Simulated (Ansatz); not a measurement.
`C[O][Nb](=[NH])([NH2])[NH2]`. The species carries charge 0 and has multiplicity 1. Nb: def2 effective core potential.

```
atom    x (Å)    y (Å)    z (Å)
  C1   0.1223   0.2226  -2.5281
  O2   0.3260  -0.1885  -1.2139
 Nb3  -0.0782  -0.0034   0.6280
  N4  -1.2580   1.2423   0.9792
  N5   1.5680   0.5233   1.6101
  N6  -0.8707  -1.6988   1.2985
  H7  -0.2336  -0.6175  -3.1343
  H8   1.0620   0.5843  -2.9595
  H9  -0.6175   1.0282  -2.5838
 H10  -1.9400   1.9821   1.0441
 H11   1.6505   1.3061   2.2392
 H12   2.4347   0.0043   1.5905
 H13  -0.4284  -2.6042   1.2235
 H14  -1.7371  -1.7806   1.8064
```

(1) What are the harmonic wavenumbers in cm⁻¹ at PBE0-D4/def2-TZVP (Ansatz, finite differences of forces, unscaled)? (Best estimate.)

(2) Is this a minimum?

(3) Give the ideal-gas thermochemistry at 298.15 K and 1 bar (rigid rotor, harmonic oscillator; point group Cs, symmetry number 1).

(4) And at 400, 500, 600, 800 and 1000 K?

(5) Rotational constants (cm⁻¹)?

Results:

(1) The calculation gave: 50, 69, 83, 185, 185, 200, 236, 239, 278, 378, 411, 436, 521, 531, 544, 566, 604, 672, 684, 1007, 1176, 1178, 1201, 1474, 1489, 1490, 1542, 1545, 3011, 3080, 3083, 3573, 3575, 3652, 3679, 3679.

(2) Yes, all 36 modes are real.

(3) Zero-point energy 277.0 kJ/mol; H(298) − E = 307.3 kJ/mol; entropy 421.1 J/(mol·K), of which translation 173.0, rotation 117.6, vibration 130.5; G(298) − E = 181.8 kJ/mol. Modes under 100 cm⁻¹ are hindered rotations or soft bends, so the harmonic entropy is rough.

(4) 
| T (K) | H − E (kJ/mol) | S (J/mol/K) | G − E (kJ/mol) |
| --- | --- | --- | --- |
| 400 | 324.7 | 471.1 | 136.3 |
| 500 | 343.9 | 513.8 | 87.0 |
| 600 | 364.6 | 551.6 | 33.7 |
| 800 | 409.9 | 616.5 | -83.3 |
| 1000 | 459.1 | 671.3 | -212.3 |

(5) 0.09919, 0.05601, 0.05193.
